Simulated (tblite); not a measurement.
C6H7FN2.
Numbering: `[N:1]#[C:2][CH2:3]/[CH:4]=[N:5]/[CH2:6]/[CH:7]=[CH:8]/[F:9]` (hydrogens: H10, H11 on C3; H12 on C4; H13, H14 on C6; H15 on C7; H16 on C8)

Computed with GFN2-xTB (tblite), gas phase: Langevin dynamics at 300 K from the optimised GFN2-xTB geometry, time step 0.5 fs, friction 0.01 fs⁻¹, 2000 steps. The instantaneous temperature is 2·E(kin)/(3Nk) with all 3N coordinates.

```csv
t (fs),T (K),E(pot) above start (eV),N1≡C2 (Å),C2–C3 (Å),C3–C4 (Å),C4=N5 (Å),N5–C6 (Å),C3–H10 (Å),C2–C3–C4–N5 (°)
0,244,0.000,1.142,1.442,1.499,1.252,1.430,1.095,-124
25,154,0.229,1.151,1.441,1.527,1.235,1.453,1.093,-118
50,151,0.362,1.148,1.461,1.499,1.249,1.464,1.121,-118
75,220,0.307,1.133,1.479,1.463,1.269,1.445,1.115,-121
100,176,0.321,1.142,1.489,1.493,1.239,1.457,1.115,-120
125,179,0.371,1.160,1.444,1.484,1.245,1.458,1.092,-120
150,238,0.380,1.163,1.447,1.529,1.280,1.400,1.094,-117
175,307,0.374,1.145,1.431,1.500,1.231,1.361,1.096,-121
200,277,0.651,1.129,1.406,1.547,1.250,1.458,1.097,-122
225,250,0.640,1.124,1.424,1.551,1.286,1.435,1.096,-116
250,296,0.509,1.146,1.403,1.540,1.224,1.396,1.066,-116
275,278,0.583,1.162,1.401,1.517,1.260,1.460,1.116,-115
300,294,0.609,1.142,1.470,1.475,1.271,1.467,1.147,-108
325,307,0.496,1.120,1.491,1.463,1.240,1.424,1.125,-118
350,308,0.454,1.140,1.455,1.503,1.239,1.386,1.074,-126
375,351,0.433,1.153,1.417,1.522,1.280,1.410,1.077,-129
400,304,0.479,1.161,1.491,1.533,1.249,1.439,1.122,-107
425,327,0.619,1.123,1.466,1.470,1.254,1.481,1.118,-92
450,281,0.631,1.122,1.460,1.451,1.283,1.418,1.095,-100
475,330,0.556,1.149,1.401,1.557,1.237,1.472,1.084,-101
500,307,0.449,1.167,1.412,1.535,1.250,1.464,1.111,-106
525,211,0.578,1.137,1.454,1.467,1.285,1.383,1.140,-116
550,423,0.477,1.118,1.459,1.526,1.240,1.453,1.113,-120
575,267,0.692,1.142,1.454,1.506,1.232,1.514,1.044,-129
600,387,0.468,1.177,1.484,1.461,1.307,1.461,1.079,-137
625,328,0.650,1.167,1.445,1.470,1.287,1.418,1.123,-154
650,384,0.575,1.131,1.411,1.553,1.208,1.434,1.139,-172
675,281,0.677,1.118,1.419,1.538,1.272,1.368,1.131,173
700,381,0.756,1.151,1.435,1.528,1.292,1.420,1.072,161
725,243,0.800,1.163,1.386,1.547,1.238,1.486,1.071,143
750,403,0.506,1.153,1.420,1.555,1.255,1.399,1.115,140
775,313,0.621,1.117,1.459,1.580,1.262,1.404,1.104,136
800,320,0.613,1.117,1.443,1.515,1.247,1.438,1.083,114
825,394,0.457,1.165,1.476,1.463,1.257,1.400,1.064,113
850,218,0.696,1.178,1.487,1.498,1.245,1.475,1.056,114
875,203,0.709,1.153,1.495,1.518,1.262,1.489,1.093,109
900,296,0.516,1.137,1.476,1.525,1.250,1.452,1.103,115
925,301,0.537,1.129,1.450,1.507,1.244,1.396,1.092,121
950,262,0.479,1.152,1.427,1.508,1.268,1.400,1.109,117
975,282,0.449,1.149,1.430,1.478,1.223,1.418,1.121,121
1000,275,0.356,1.146,1.441,1.525,1.240,1.429,1.107,129
```

Q: From 500 fs on, how do temperature and potential energy compare with equipartition?

A: The mean temperature of these 21 frames is 309 K against the target 300 K, and the mean potential energy 0.57 eV against 42 × kT/2 = 0.54 eV for 42 classical harmonic modes. For 16 atoms in a canonical ensemble the temperature itself scatters by T·√(2/(3N)) = 61 K; here its standard deviation is 64 K. The whole run lasts only 10 friction times of 100 fs, so these averages carry a wide statistical error.

Q: What are the kinetic and total energies of the listed frame with the highest potential energy?

A: The one at 725 fs, 0.800 eV above the start. Its kinetic energy is 3NkT/2 = 0.503 eV at 243 K, so the sum is 1.30 eV; over the listed frames the sum runs from 0.50 to 1.54 eV, since the thermostat adds and removes energy.

Q: How much do the listed bonds fluctuate from 500 fs on?

A: 
```csv
bond,at the start (Å),mean (Å),standard deviation (Å)
N1≡C2,1.142,1.146,0.019
C2–C3,1.442,1.446,0.028
C3–C4,1.499,1.514,0.032
C4=N5,1.252,1.255,0.023
N5–C6,1.430,1.433,0.038
C3–H10,1.095,1.099,0.026
```

The motion is classical and holds no zero-point motion.

The cost below is that of the whole dynamics run. Time: 21 s of wall time; peak memory 0.18 GiB. Hardware: an Intel Xeon Platinum 8259CL at 2.50 GHz with one thread, no GPU, shared host.
